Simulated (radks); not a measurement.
Species: the platinum ion Pt4+. Configuration: [Xe] 4f14 5d6 (the NIST ground configuration).

Calculated with a radial shooting solver on a logarithmic mesh with Libxc functionals: scalar-relativistic Kohn-Sham, PBE, spin-unpolarised, spherical densities, point nucleus.

Energy parts (eV):
total: -500950.26
kinetic: 558865.16
electron-nucleus: -1241254.05
Hartree: 191030.28
exchange-correlation: -9591.66

Orbitals (lengths in bohr, moments of r in powers of bohr; r(max) is where P^2 peaks):
| orbital | occ. | eigenvalue (eV) | <r^4> | r(max) | <r> |
|---|---|---|---|---|---|
| 1s | 2 | -78491.03 | 4.513e-07 | 0.01061 | 0.01714 |
| 2s | 2 | -13831.28 | 0.00006651 | 0.06121 | 0.07234 |
| 2p | 6 | -11991.89 | 0.00005365 | 0.05059 | 0.06523 |
| 3s | 2 | -3288.338 | 0.002412 | 0.1726 | 0.1871 |
| 3p | 6 | -2752.786 | 0.002641 | 0.1717 | 0.1882 |
| 3d | 10 | -2172.641 | 0.002032 | 0.1398 | 0.1704 |
| 4s | 2 | -747.0513 | 0.05457 | 0.3898 | 0.4150 |
| 4p | 6 | -571.4518 | 0.07296 | 0.4100 | 0.4419 |
| 4d | 10 | -358.3415 | 0.1021 | 0.4181 | 0.4681 |
| 4f | 14 | -121.5172 | 0.2163 | 0.3849 | 0.5150 |
| 5s | 2 | -152.5670 | 1.450 | 0.8673 | 0.9458 |
| 5p | 6 | -106.0270 | 2.601 | 0.9729 | 1.084 |
| 5d | 6 | -52.7290 | 8.876 | 1.207 | 1.430 |

The highest occupied level is 5d at -52.729 eV. The density falls to 0.001 e/bohr^3 at r = 3.14 bohr. For comparison, the ionisation energy in NIST's Atomic Spectra Database is 56 eV (theoretical). In exact Kohn-Sham theory the highest level is minus the ionisation energy, but local and semilocal functionals leave it too shallow, through self-interaction and a potential that decays too fast; potentials with the right tail come closer. Summed over all electrons, <r^2> = 33.49 bohr^2, which gives a Langevin (diamagnetic) susceptibility term of -26.5 x 10^-6 cm^3/mol.

Beside tabulated values, note that spin-unpolarised runs miss the spin-polarisation part of the exchange energy of open shells.
